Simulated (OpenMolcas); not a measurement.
Os4+ among 6 point charges of -1.5 e arranged as an octahedron (Oh), 2.06 Å from the ion.
```
   2.0600    0.0000    0.0000  -1.50
   0.0000    2.0600    0.0000  -1.50
  -2.0600    0.0000    0.0000  -1.50
   0.0000   -2.0600    0.0000  -1.50
   0.0000    0.0000    2.0600  -1.50
   0.0000    0.0000   -2.0600  -1.50
```

* Program: OpenMolcas
* Method: SS-CASPT2, IPEA 0.25 Eh, imaginary shift 0.1 Eh (closed shells correlated: 5s 5p)
* Basis: ANO-RCC-VDZP [7s6p4d2f1g]
* Scalar Hamiltonian: DKH2, point nucleus
* Active space: 4 electrons in 5 orbitals (5d)
* State averaging: 2S+1 = 5 even, 5 roots; 2S+1 = 3 even, 45 roots; 2S+1 = 1 even, 50 roots
* Spin-orbit coupling: state interaction with AMFI integrals over the reference wave functions

(1) What is the spin-free ground state (labels of O, the rotations of Oh)?

(2) Where is the first state of the same spin?

(3) What are the lowest two levels with spin-orbit coupling?

(4) What is χT at 300 K?

(5) Which ligand-field parameters describe the states?

Results:

(1) 5E, 2-fold in its orbital part, 100 % from free-ion D terms; it has the highest spin that d4 allows.

(2) 5T2 at 7590 cm-1 above the ground state.

(3) A 1-fold level A1, then a 3-fold level T1 4790 cm-1 above it. Their leading multiplicities are 5 (59 %) and 5 (81 %).

(4) 0.07 cm3 K/mol.

(5) A least-squares ligand-field fit to the states below 45000 cm-1, each weighted by its degeneracy and with a free common offset, gives 10Dq = 7820 cm-1, B = 715 cm-1 and C = 3355 cm-1 (C/B = 4.69), with an rms deviation of 363 cm-1. 

Roots that are degenerate in the reference are averaged as groups; the widest CASPT2 spread within a group is 180 cm-1 (the 3-fold group of multiplicity 3 near 25900 cm-1 above the lowest state of its run). Shifts and gaps below about the spread of the groups concerned are not significant. Spin-orbit coupling mixes the spin-free states strongly: the lowest level takes only 40 % from its leading state, 5E. This shell can be high or low spin here, a state of another spin lies low, and with metal d orbitals alone active their balance is uncertain, so the ground spin may be wrong. Point charges give a weaker field than real ligands, and real ions of this kind are as a rule low spin; the high spin found here belongs to the model. This field is weak: 10Dq is about 7820 cm-1, while octahedral complexes of 5d ions of charge 3 and more, computed by the same method with explicit ligands, had a median near 35000 cm-1. Ground spin and moment need not be those of a real site. Free-ion shares, where given, are those of the reference states; single-state CASPT2 does not remix them. Point charges carry no covalency, so the field is a model and not that of real ligands. No measured value stands beside these numbers.
